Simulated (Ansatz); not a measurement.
All numbers were calculated with Ansatz.

A structure relaxed at PBE0-D4/def2-TZVP, charge 0, multiplicity 1:

```xyz
12

O     0.884   -1.389    1.925
Si    0.543   -1.146    0.343
O     1.726   -0.453   -0.550
N    -0.831   -0.107    0.203
Si   -1.012    1.158   -0.929
F     0.115    2.279   -0.675
H     1.000   -0.624    2.491
H     0.356   -2.497   -0.206
H     1.903    0.484   -0.445
H    -1.557   -0.204    0.897
H    -0.793    0.707   -2.319
H    -2.335    1.792   -0.735
```

(1) Give its formula and SMILES.

(2) Summarise the bond lengths by kind.

Answers

(1) FH6NO2Si2, `O[SiH](O)N[SiH2]F`.

(2) 2 × O–Si 1.636 Å; 2 × H–O 0.958 to 0.960 Å; 2 × N–Si 1.707 to 1.728 Å; 3 × H–Si 1.471 to 1.481 Å; 1 × H–N 1.010 Å; 1 × F–Si 1.610 Å.
